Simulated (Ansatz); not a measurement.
Start from `FCNC[SiH3]` and change one atom or group to get `[SiH3]C[NH][AlH][SH]`.

Ansatz, PBE0-D4/def2-TZVP geometries, multiplicity 1. Each molecule was computed in one conformer, which needn't be the lowest.

| property | `FCNC[SiH3]` |
| --- | --- |
| HOMO–LUMO gap (PBE0/def2-TZVPP) / eV | 7.89 |
| LUMO energy (B3LYP/def2-TZVPP) / eV | 0.30 |
| size of the dipole moment (ωB97M-V/def2-TZVPP) / D | 0.90 |
| HOMO energy (B3LYP/def2-TZVPP) / eV | -7.12 |
| HOMO energy (PBE/def2-TZVPP) / eV | -5.92 |
| HOMO–LUMO gap (ωB97M-V/def2-TZVPP) / eV | 11.78 |

(1) What does the change do to each property? (An estimate is asked.)

## Answers

(1) Ansatz gave: 
```json
{"property": "HOMO–LUMO gap (PBE0/def2-TZVPP) / eV", "`[SiH3]C[NH][AlH][SH]`": "6.36", "shift": "-1.53"}
{"property": "LUMO energy (B3LYP/def2-TZVPP) / eV", "`[SiH3]C[NH][AlH][SH]`": "-0.61", "shift": "-0.91"}
{"property": "size of the dipole moment (ωB97M-V/def2-TZVPP) / D", "`[SiH3]C[NH][AlH][SH]`": "1.82", "shift": "0.92"}
{"property": "HOMO energy (B3LYP/def2-TZVPP) / eV", "`[SiH3]C[NH][AlH][SH]`": "-6.58", "shift": "0.54"}
{"property": "HOMO energy (PBE/def2-TZVPP) / eV", "`[SiH3]C[NH][AlH][SH]`": "-5.58", "shift": "0.34"}
{"property": "HOMO–LUMO gap (ωB97M-V/def2-TZVPP) / eV", "`[SiH3]C[NH][AlH][SH]`": "10.22", "shift": "-1.56"}
```

With PBE0 the HOMO rises by 0.54 eV and the LUMO falls by 0.99 eV, so the gap narrows by about 1.53 eV. PBE moves the HOMO by 0.34 eV and ωB97M-V by 0.67 eV. Dipoles are sizes alone; their direction can turn.

B3LYP here is the variant with VWN-RPA as its local correlation; programs differ in this.
